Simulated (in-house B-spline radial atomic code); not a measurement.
Multiplet parameters of the 3d8 shell in In²³⁺ ([Ar] 3d8). Method: non-relativistic Hartree-Fock, average of configuration, point nucleus. Calculated with a B-spline radial code for spherical atoms.

Slater integrals: F^2 = 329852 cm⁻¹, F^4 = 211852 cm⁻¹. Central-field spin-orbit parameter ζ(3d) = 28110 cm⁻¹ (bare central field on non-relativistic orbitals, without two-electron terms: too large for light atoms, too small for heavy ones).

**Question.** What are Racah's B and C?

**Answer.** B = F^2/49 - 5F^4/441 = 4330 cm⁻¹, C = 35F^4/441 = 16814 cm⁻¹, C/B = 3.88.

**Question.** Where do the terms lie in LS coupling, without spin-orbit interaction?

**Answer.** In cm⁻¹ above the Hund's-rule term:
| term | expression | energy |
| --- | --- | --- |
| 3F | 0B + 0C | 0 |
| 1D | 5B + 2C | 55276 |
| 3P | 15B + 0C | 64946 |
| 1G | 12B + 2C | 85584 |
| 1S | 22B + 7C | 212949 |

**Question.** How far can these numbers be trusted?

**Answer.** Fits to spectra need these integrals scaled down, since correlation screens the repulsion. Here ζ is 6.49 times B, so spin-orbit coupling rivals the gaps between some terms: low levels can stay fairly pure, while close terms of equal J mix strongly.
